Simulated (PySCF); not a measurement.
Isomers of C6H10O3Si, one GFN2-xTB conformer each. Single-point energies are computed at PBE0/pcSseg-1 (PySCF, gas phase, no added dispersion term), electronic only.

```json
{"SMILES": "O=C(O)C[SiH2]O[C@]12C[C@H]1C2", "GFN2-xTB relative energy (kJ/mol)": "52.9"}
{"SMILES": "CO[SiH2]CC(=C=O)C(C)=O", "GFN2-xTB relative energy (kJ/mol)": "0.0"}
```

Conformers: `[O:1]=[C:2]([OH:3])[CH2:4][SiH2:5][O:6][C@:7]12[CH2:8][C@H:9]1[CH2:10]2` with O1–C2–O3–H 0°, O1–C2–C4–Si5 -86°, C2–C4–Si5–O6 -179°, C4–Si5–O6–C7 179°, Si5–O6–C7–C8 69°; `[CH3:1][O:2][SiH2:3][CH2:4][C:5](=[C:6]=[O:7])[C:8]([CH3:9])=[O:10]` with C1–O2–Si3–C4 -177°, O2–Si3–C4–C5 -166°, Si3–C4–C5–C6 165°, C4–C5–C8–C9 -174°.

Task: What does PBE0/pcSseg-1 give for the same structures?

Result: 
| SMILES | PBE0/pcSseg-1 E (Eh) | PBE0/pcSseg-1 (kJ/mol) | GFN2-xTB (kJ/mol) | point group |
| --- | --- | --- | --- | --- |
| CO[SiH2]CC(=C=O)C(C)=O | -749.12627 | 0.0 | 0.0 | C1 |
| O=C(O)C[SiH2]O[C@]12C[C@H]1C2 | -749.09089 | 92.9 | 52.9 | C1 |

Both levels put the same isomer lowest. As drawn, the lower has cumulated double bonds and a C=C bond outside aromatic rings, which the higher lacks; the higher has a three-membered ring, an O–H bond and a C(=O)–O unit, which the lower lacks.

Task: Which frontier levels, dipoles and rotational constants go with these structures?

Result: 
```csv
SMILES,"HOMO (eV, PBE0/pcSseg-1)",LUMO (eV),dipole (D),"A, B, C (MHz)"
CO[SiH2]CC(=C=O)C(C)=O,-7.39,-1.67,2.04,"2132, 607.8, 482.3"
O=C(O)C[SiH2]O[C@]12C[C@H]1C2,-6.79,0.04,1.76,"3758, 457.9, 441.9"
```
